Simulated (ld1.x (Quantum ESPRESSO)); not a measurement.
## Before and after: TM potential for Sn

* Element: Sn
* Generator: ld1.x (Quantum ESPRESSO) 7.5
* Type: norm-conserving Troullier–Martins (Kleinman–Bylander form)
* Functional: LDA (PZ)
* Relativity: fully relativistic
* Frozen core: [Kr] 4d10
* Valence charge: 4
* Reference configuration: 5s2 5p2
* Partial waves: 5p (bound): rc 2.25 bohr; 5s (bound): rc 1.75 bohr
* Local potential: the s channel
* Core correction: a·sin(br)/r model core inside 0.95 bohr

Open shells are filled in proportion to 2j + 1 (rel_dist='average').

All-electron outer shells of the reference configuration (LDA (PZ), scalar-relativistic, ld1.x):

```
shell  level (eV)  outermost node (bohr)  outermost maximum (bohr)
   4p      -89.56                   0.41                      0.79
   4d      -25.90                   0.39                      0.88
   5s      -10.81                   0.98                      2.01
   5p       -3.87                   1.09                      2.55
```

Change: wave 5p (bound): rc 2.25 bohr becomes 5p (bound): rc 2.92 bohr.

Cutoffs: the cutoffs (Ry, on a coarse ladder) from which the occupation-weighted sum of valence levels, in a spherical-Bessel basis at the reference potential, stays within 10 and 1 mRy of its value at 400 Ry; they do not see the model core or the augmentation charge, which bear on the density cutoff. Errors are all-electron minus pseudo energies relative to the spin-unpolarised reference configuration.

How do hardness, ghosts and transferability respond?

The potential gets softer (25 Ry and 50 Ry → 21 Ry and 50 Ry); of the 7 tests that both files solve, the error grows in 0 and shrinks in 2 by more than 15 % and 0.3 meV (median size 14.3 → 10.1 meV); neither file shows a bound ghost. A larger radius leaves more room for a smooth pseudo-wave, so fewer plane waves are needed.

| quantity | base | changed |
| --- | --- | --- |
| cutoff, loose | 25 Ry | 21 Ry |
| cutoff, tight | 50 Ry | 50 Ry |
| loose cutoff by channel (10 mRy a level) | p 8 Ry, s 18 Ry | p 6 Ry, s 18 Ry |
| bound ghosts | none | none |
| error for 5s2 5p1, meV [ΔE 7.11 eV] | -6.5 | -7.3 |
| error for 5s2 5p0, meV [ΔE 21.39 eV] | -56 | -64 |
| error for 5s1 5p0, meV [ΔE 52.84 eV] | -320 | -345 |
| error for 5s0 5p4, meV [ΔE 14.36 eV] | -59 | -41 |
| error for 5s2 5p2.3, meV [ΔE -0.90 eV] | 0.0 | 0.0 |
| error for 5s1 5p3, meV [ΔE 7.05 eV] | -14 | -10 |
| error for 5s2 5p1.5, meV [ΔE 2.72 eV] | -1.1 | -1.1 |
